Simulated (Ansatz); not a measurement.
Consider the isomerisation: `[CH2]1[S][GeH2]1` → `S=[CH][GeH3]`.

Computed with Ansatz on PBE0-D4/def2-TZVP structures; ΔE is electronic, products minus reactants. CCSD(T)/CBS is the MP2 limit (def2-TZVPP, def2-QZVPP) plus CCSD(T) − MP2 in def2-TZVPP, frozen cores. DFT in def2-TZVPP. B3LYP here is the variant with VWN-RPA as its local correlation; programs differ in this. For Ge outer-core shells are correlated without core-valence functions, which leaves a few kJ/mol of doubt a bond. Scalar relativity is left out up to krypton.

Problem. Is it downhill or uphill in electronic energy at CCSD(T)/CBS, and by how much? (Best estimate.)

Solution. Ansatz gave: Uphill: ΔE = +78.4 kJ/mol.

Problem. What do these levels give: LDA (SPW92), BLYP-D4, B3LYP-D4, B2PLYP, PBE-QIDH, r2SCAN, B3LYP, BHLYP, LC-ωPBE, CCSD(T)/def2-SVP, CCSD/def2-TZVPP, CCSD(T)/def2-TZVPP? (An estimate is asked.)

Solution. Ansatz gave: LDA (SPW92) 97.8, BLYP-D4 59.2, B3LYP-D4 67.6, B2PLYP 70.6, PBE-QIDH 92.9, r2SCAN 86.5, B3LYP 66.8, BHLYP 72.2, LC-ωPBE 94.3, CCSD(T)/def2-SVP 51.8, CCSD/def2-TZVPP 70.5, CCSD(T)/def2-TZVPP 70.4 kJ/mol.

Largest T1 diagnostic among the species: 0.014.

From PBE to PBE0 (25 % exact exchange), in def2-TZVPP and without D4, ΔE moves by +7.6 kJ/mol. At CCSD(T), def2-SVP lies −26.6 kJ/mol from the extrapolated value and def2-TZVPP −8.0 kJ/mol.
